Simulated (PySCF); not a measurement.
An excited-state job on `C[N+]1(C)CCCCC1`.

Method: TDDFT CAM-B3LYP/def2-SVPD, vertical, gas phase, core orbitals frozen in the response (PySCF 2.14.0, density-fitted response routines). Geometry: PBE0-D3(BJ)/def2-SVP. The input is one job of a driver script: a line of settings, then coordinates in Å.

Input:
```
{"job": {"kind": "uv", "xc": "CAM-B3LYP", "basis": "def2-SVPD", "ip": true}, "charge": 1, "multiplicity": 1}
C     -1.363265     0.439475    -1.140439
N     -0.781739    -0.081649     0.127217
C     -1.895939    -0.447528     1.042352
C      0.071506     0.972766     0.796641
C      1.334441     1.297309     0.024579
C      2.162884     0.047250    -0.241965
C      1.317300    -1.021667    -0.922242
C      0.055086    -1.313595    -0.136437
H     -1.979984     1.317622    -0.912781
H     -1.984313    -0.343297    -1.593138
H     -0.565986     0.721638    -1.833851
H     -1.479978    -0.834773     1.980255
H     -2.502209     0.443957     1.245700
H     -2.515228    -1.217371     0.565423
H      0.319325     0.566468     1.788800
H     -0.570898     1.852969     0.941917
H      1.899982     2.025852     0.624973
H      1.092488     1.816629    -0.917032
H      3.038981     0.292486    -0.858692
H      2.554385    -0.345454     0.712208
H      1.073383    -0.730891    -1.957019
H      1.870288    -1.969459    -1.005717
H     -0.599236    -2.036231    -0.644562
H      0.303604    -1.719959     0.855481
```

Task: Estimate the output.

Result: 
```
coarse grid: 18584 points
cycle   1  E = -330.3653630705  dE =  1.285e+00  |g| = 4.733e-01  |ddm| = 8.403e+00
cycle   2  E = -330.3573003572  dE =  8.063e-03  |g| = 5.637e-01  |ddm| = 1.990e+00
cycle   3  E = -330.4222315522  dE = -6.493e-02  |g| = 4.022e-02  |ddm| = 7.877e-01
cycle   4  E = -330.4225164075  dE = -2.849e-04  |g| = 2.398e-02  |ddm| = 1.196e-01
cycle   5  E = -330.4226518169  dE = -1.354e-04  |g| = 3.231e-03  |ddm| = 4.884e-02
cycle   6  E = -330.4226543392  dE = -2.522e-06  |g| = 5.822e-04  |ddm| = 1.295e-02
final grid: 175400 points
cycle   7  E = -330.4900579850  dE = -6.866e-05  |g| = 4.807e-03  |ddm| = 2.489e-01
cycle   8  E = -330.4900595984  dE = -1.613e-06  |g| = 4.301e-03  |ddm| = 3.523e-02
cycle   9  E = -330.4900639741  dE = -4.376e-06  |g| = 3.734e-04  |ddm| = 8.001e-03
cycle  10  E = -330.4900639972  dE = -2.304e-08  |g| = 2.233e-04  |ddm| = 1.488e-03
cycle  11  E = -330.4900640079  dE = -1.069e-08  |g| = 4.965e-05  |ddm| = 5.021e-04
cycle  12  E = -330.4900640084  dE = -5.462e-10  |g| = 1.287e-05  |ddm| = 1.709e-04
converged SCF energy = -330.4900640084

Static polarisability (au): isotropic 81.892, principal 75.993 80.509 89.174

Singlet excitations
state   eV       nm        f      main configurations
  1   9.4296    131.5   0.00691   H->L 0.75, H->L+2 0.17
  2   9.5338    130.0   0.00077   H-1->L 0.84, H-1->L+2 0.11
  3   9.5962    129.2   0.01987   H-2->L 0.81, H-2->L+2 0.11
  4   9.9517    124.6   0.13004   H->L+1 0.87
  5  10.0240    123.7   0.00007   H-1->L+1 0.83
  6  10.0971    122.8   0.00306   H->L+3 0.37, H-3->L 0.35
  7  10.1332    122.4   0.01201   H-2->L+1 0.82
  8  10.2379    121.1   0.02489   H->L+2 0.51, H->L+4 0.10, H->L 0.10
  9  10.3926    119.3   0.03165   H-1->L+2 0.56, H-1->L+4 0.19
 10  10.4167    119.0   0.01677   H-2->L+2 0.60, H-2->L+4 0.16

Triplet excitations (Tamm-Dancoff, eV): 9.1480 9.3024 9.3628 9.4896
Vertical ionisation energy (delta-SCF) = 15.6976 eV
Vertical electron affinity (delta-SCF) = 2.1048 eV
```

The SCF starts on a coarse grid where the log names one; the energy can jump when the final grid takes over, and dE then counts from the start density on the new grid. H and L stand for HOMO and LUMO; the number after each pair is its weight.

Task: How does the lowest singlet excitation compare with the HOMO–LUMO gap?

Result: HOMO -14.83 eV and LUMO -2.72 eV give a gap of 12.11 eV; S1 at 9.43 eV lies 2.68 eV below it.

Task: Which computed singlet has the largest oscillator strength, and what do all of them sum to?

Result: State 4 at 9.95 eV (125 nm), f = 0.130; the 10 states sum to 0.246.

Summary of the converged run: HOMO -14.83 eV, LUMO -2.72 eV; lowest singlet 9.43 eV; lowest triplet 9.15 eV (Tamm–Dancoff); mean polarisability 81.9 au.

Hardware: one thread, Arm Neoverse V1, shared host. Cost: 11 min.

One conformer stands for the species.
Labels such as C1 count atoms from 1, the log's own numbers from 0.
